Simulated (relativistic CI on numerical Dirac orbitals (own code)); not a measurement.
**O V: calculation against measurement**

Calculated at this level of theory: Dirac-Coulomb-Breit CI, separate exchange-only KLI orbitals for each configuration, model QED, valence Slater integrals scaled by 0.85, P86 correlation energy added to each configuration (own radial code, finite nucleus).

Configuration list (outside the closed core 1s2): 2s², 2s2p, 2p², 2p3s, 2p3p, 2s3s, 2s3p, 2s3d, 2s4s, 2s4p, 2s4d, 2s4f, 2s5s, 2s5p, 2s5d, 2s5f, 2s5g, 3s², 3s3p, 3p². Levels of other configurations are missing.

| Configuration | Term (tabulated) | J | Measured (cm⁻¹) | Computed | Error | Purity (%) |
| --- | --- | --- | --- | --- | --- | --- |
| 2s² | 1S | 0 | 0.0 | 0 | 0 | 95 |
| 2s2p | 3P° | 0 | 81942.5 | 82721 | 778 | 100 |
| 2s2p | 3P° | 1 | 82078.6 | 82852 | 774 | 100 |
| 2s2p | 3P° | 2 | 82385.3 | 83150 | 765 | 100 |
| 2s2p | 1P° | 1 | 158797.7 | 157489 | -1309 | 100 |
| 2p² | 3P | 0 | 213462.5 | 215523 | 2061 | 100 |
| 2p² | 3P | 1 | 213618.2 | 215675 | 2057 | 100 |
| 2p² | 3P | 2 | 213887.0 | 215933 | 2046 | 100 |
| 2p² | 1D | 2 | 231721.4 | 235004 | 3283 | 99 |
| 2p² | 1S | 0 | 287910.3 | 285574 | -2336 | 94 |
| 2s3s | 3S | 1 | 546972.7 | 545414 | -1559 | 98 |
| 2s3s | 1S | 0 | 561276.4 | 557984 | -3292 | 96 |
| 2s3p | 1P° | 1 | 580824.9 | 581921 | 1097 | 92 |
| 2s3p | 3P° | 0 | 582806.4 | 582301 | -506 | 99 |
| 2s3p | 3P° | 1 | 582843.1 | 582341 | -502 | 98 |
| 2s3p | 3P° | 2 | 582920.3 | 582413 | -507 | 99 |
| 2s3d | 3D | 1 | 600748.9 | 599472 | -1277 | 99 |
| 2s3d | 3D | 2 | 600758.9 | 599480 | -1279 | 99 |
| 2s3d | 3D | 3 | 600779.2 | 599497 | -1282 | 99 |
| 2s3d | 1D | 2 | 612615.6 | 611594 | -1022 | 98 |
| 2p3s | 3P° | 0 | 652918.0 | 653351 | 433 | 99 |
| 2p3s | 3P° | 1 | 653080.1 | 653512 | 432 | 99 |
| 2p3s | 3P° | 2 | 653423.3 | 653856 | 432 | 99 |
| 2p3s | 1P° | 1 | 664485.9 | 664075 | -411 | 91 |
| 2p3p | 1P | 1 | 672693.8 | 674219 | 1525 | 100 |
| 2p3p | 3D | 2 | 677348.5 | 678384 | 1035 | 99 |
| 2p3p | 3D | 3 | 677665.0 | 678699 | 1034 | 99 |
| 2p3p | 3S | 1 | 683942.9 | 683847 | -95 | 96 |
| 2p3p | 3P | 1 | 689517.7 | 688567 | -950 | 100 |
| 2p3p | 3P | 2 | 689708.5 | 688752 | -957 | 100 |
| 2p3p | 1D | 2 | 697170.2 | 697483 | 313 | 99 |
| 2p3p | 1S | 0 | 707635.5 | 706287 | -1349 | 70 |
| 2s4s | 3S | 1 | 722480.0 | 721820 | -660 | 98 |
| 2s4s | 1S | 0 | 731670.5 | 733347 | 1677 | 72 |
| 2s4p | 3P° | 0 | 735911.6 | 734448 | -1463 | 100 |
| 2s4p | 3P° | 1 | 735922.0 | 734462 | -1460 | 100 |
| 2s4p | 3P° | 2 | 735949.1 | 734492 | -1457 | 100 |
| 2s4p | 1P° | 1 | 737880.8 | 737525 | -356 | 98 |
| 2s4d | 3D | 1 | 742239.4 | 740751 | -1489 | 100 |
| 2s4d | 3D | 2 | 742244.0 | 740753 | -1491 | 100 |
| 2s4d | 3D | 3 | 742248.6 | 740758 | -1490 | 100 |
| 2s4d | 1D | 2 | 746274.9 | 745557 | -718 | 99 |
| 2s4f | 1F° | 3 | 749840.5 | 748119 | -1721 | 100 |
| 2s5s | 3S | 1 | 796071.0 | 795577 | -494 | 100 |
| 2s5p | 1P° | 1 | 802466.0 | 803224 | 758 | 100 |
| 2s5p | 3P° | 1 | 802862.0 | 802041 | -821 | 100 |
| 2s5p | 3P° | 2 | 802878.0 | 802057 | -821 | 100 |
| 2s5d | 3D | 3 | 806451.4 | 805126 | -1325 | 100 |
| 2s5d | 1D | 2 | 808352.3 | 807538 | -814 | 100 |
| 2s5g | 1G | 4 | 808388.6 | 809720 | 1332 | 99 |
| 2s5f | 3F° | 2 | 808613.0 | 809539 | 926 | 100 |
| 2s5f | 3F° | 3 | 808613.9 | 809540 | 926 | 100 |
| 2s5f | 3F° | 4 | 808616.1 | 809541 | 925 | 100 |
| 2s5f | 1F° | 3 | 808916.8 | 809816 | 899 | 100 |

Measured levels from Moore, Selected Tables of Atomic Spectra, NSRDS-NBS 3, section 9; pairs were made by configuration, J and term (by order where the table uses no LS term), so strongly mixed levels may be paired wrongly.

Mean error by configuration (cm⁻¹): 2s2p 252; 2p² 1422; 2s3s -2426; 2s3p -104; 2s3d -1215; 2p3s 222; 2p3p 70; 2s4s 508; 2s4p -1184; 2s4d -1297; 2s4f -1721; 2s5s -494; 2s5p -295; 2s5d -1070; 2s5g 1332; 2s5f 919. Over the excited levels the mean absolute error is 1146 cm⁻¹ (53 of the 60 excited levels that our extract of the source holds in range could be paired, and the others can miss by more), and the median relative error of those above 1,000 cm⁻¹ is 0.16 %.
